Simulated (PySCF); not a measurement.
Atoms are numbered as in `[Cl:1]/[CH:2]=[CH:3]/[B:4]([Cl:5])[Cl:6]`. Hydrogens are named by the atom that carries them.

Geometry: PBE0-D3(BJ)/def2-SVP; GIAO shifts from PySCF 2.14.0 with density-fitted response routines, gas phase, non-relativistic, averaged over equivalent atoms.

At KT3/pcSseg-2 (265 basis functions, 64 s wall time on 1 thread of an Arm Neoverse N1, shared host):
```
  atoms  δ (ppm)
    Cl1    304.1
Cl5/Cl6    228.9
     C2    157.5
     C3    132.2
     B4     48.2
  H(C2)     7.78
  H(C3)     6.45
```

References, each an isolated molecule treated in the same way: 35Cl (σ = 937.43 ppm) vs HCl; 13C (σ = 181.31 ppm), 1H (σ = 31.35 ppm) vs TMS; 11B (σ = 98.64 ppm) against BF3·OEt2.

Question: What do these become at KT2/pcSseg-2?

Answer: 
| atoms | δ at KT2/pcSseg-2 | change |
| --- | --- | --- |
| Cl1 | 315.5 | +11.4 |
| Cl5/Cl6 | 246.4 | +17.5 |
| C2 | 159.1 | +1.6 |
| C3 | 134.3 | +2.1 |
| B4 | 48.4 | +0.2 |
| H(C2) | 7.79 | +0.01 |
| H(C3) | 6.47 | +0.02 |

Shifts are taken against calculated references (same method and geometry level): 35Cl (σref 942.53) vs HCl; TMS for 13C (σref 182.28) and 1H (σref 31.18); 11B (σref 98.29) vs BF3·OEt2.

The largest change is at Cl5/Cl6 (chlorine bonded to B). Cost: 265 basis functions, 63 s wall time on 1 thread of an Arm Neoverse N1, shared host.

A carbon bonded to boron is broadened by the quadrupolar boron nucleus and is often missing from a measured spectrum. Carbons that carry Cl, above all several Cl atoms, come out too deshielded, partly because spin–orbit coupling is missing.
